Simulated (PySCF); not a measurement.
C₅H₆F₂.
Atom-mapped SMILES: `[F:1][CH2:2][C:3]1=[C:4]([F:5])[CH2:6][CH2:7]1` (hydrogens: H8, H9 on C2; H10, H11 on C6; H12, H13 on C7)

Method: PBE0-D3(BJ)/def2-SVP geometry optimisation, gas phase in PySCF; density fitting, grid level 1; the optimiser is geomeTRIC in internal coordinates, started from a GFN2-xTB structure with every atom displaced at random (about 0.01 Å).

Step 0: E = -10695.5612 eV
```
atom  x, y, z in Å  |  force x, y, z in eV/Å
F1      2.1322   -0.4884    1.5605   -0.382   0.099  -0.290
C2      1.8652   -0.2109    0.2193   -0.114  -0.068   0.769
C3      0.4060    0.0397   -0.0192    3.329  -2.048   1.270
C4     -0.2787    1.0446   -0.4656   -3.070   2.043  -1.160
F5     -0.0270    2.2548   -0.9553    0.259  -0.563   0.316
C6     -1.6392    0.3750   -0.3120    0.887   0.264   0.357
C7     -0.7905   -0.8254    0.2308   -0.361   0.911  -0.441
H8      2.2341   -1.0908   -0.3264   -0.068   0.010  -0.340
H9      2.4656    0.6726   -0.0321   -0.014   0.084  -0.313
H10    -2.1788    0.1742   -1.2256   -0.350  -0.096  -0.659
H11    -2.3180    0.8248    0.4210   -0.083   0.130   0.112
H12    -0.8431   -1.7224   -0.3716   -0.055  -0.566  -0.389
H13    -1.0087   -1.0598    1.2606    0.023  -0.202   0.768
```

Step 1: E = -10695.6898 eV
```
atom  x, y, z in Å  |  force x, y, z in eV/Å
F1      2.0354   -0.6735    1.5240    0.071   0.118  -0.088
C2      1.8767   -0.2057    0.2367   -0.085  -0.070  -0.144
C3      0.4493    0.0749   -0.0220   -0.866   0.070  -0.057
C4     -0.3374    1.0534   -0.5128    1.215  -0.461   0.463
F5     -0.0028    2.2430   -0.9600   -0.369   0.372  -0.281
C6     -1.6475    0.3676   -0.3310   -0.136  -0.055  -0.047
C7     -0.7736   -0.7838    0.2562    0.156  -0.122   0.132
H8      2.2205   -1.0010   -0.4541    0.079   0.070   0.075
H9      2.4997    0.6920    0.0772   -0.024  -0.060   0.078
H10    -2.2026    0.1014   -1.2473    0.063   0.066   0.030
H11    -2.3426    0.8368    0.3837    0.011   0.019  -0.015
H12    -0.8173   -1.7375   -0.2972   -0.070   0.044  -0.003
H13    -0.9386   -0.9797    1.3310   -0.045   0.010  -0.143
```

Problem. Estimate the geometry and energy of step 2. (The exact step hangs on the optimiser's Hessian estimate; all steps are aligned on step 1, rigid shifts and turns removed.)

Solution. E = -10695.7066 eV, largest force 0.841 eV/Å
```
atom  x, y, z in Å  |  force x, y, z in eV/Å
F1      2.0773   -0.6449    1.5234    0.030  -0.031   0.053
C2      1.8736   -0.2107    0.2334    0.053  -0.116   0.023
C3      0.4359    0.0370   -0.0034    0.505   0.265  -0.050
C4     -0.2923    1.0495   -0.4961   -0.783  -0.295   0.091
F5     -0.0613    2.2536   -0.9852    0.307  -0.216   0.090
C6     -1.6180    0.3730   -0.3237   -0.213   0.088  -0.087
C7     -0.7911   -0.8086    0.2633    0.091   0.209  -0.044
H8      2.2499   -0.9947   -0.4498    0.018  -0.006   0.021
H9      2.4649    0.7045    0.0675   -0.028   0.026  -0.044
H10    -2.1631    0.1311   -1.2502   -0.005   0.041  -0.022
H11    -2.3117    0.8590    0.3806   -0.014   0.001   0.004
H12    -0.8629   -1.7511   -0.3041    0.022   0.038  -0.013
H13    -0.9821   -1.0097    1.3289    0.016  -0.003  -0.023
```

The energy changes by -0.0168 eV. The first-order estimate −F·Δx gives -0.1209 eV and the mean of the old and new forces, exact on a quadratic surface, -0.0181 eV. The step makes an angle of 64° with the force vector and moves no atom by more than 0.065 Å.

What follows is the cost of the whole optimisation. On one thread, Arm Neoverse V1 (aarch64), shared host, this took 80 s and 0.50 GiB of memory at its peak.
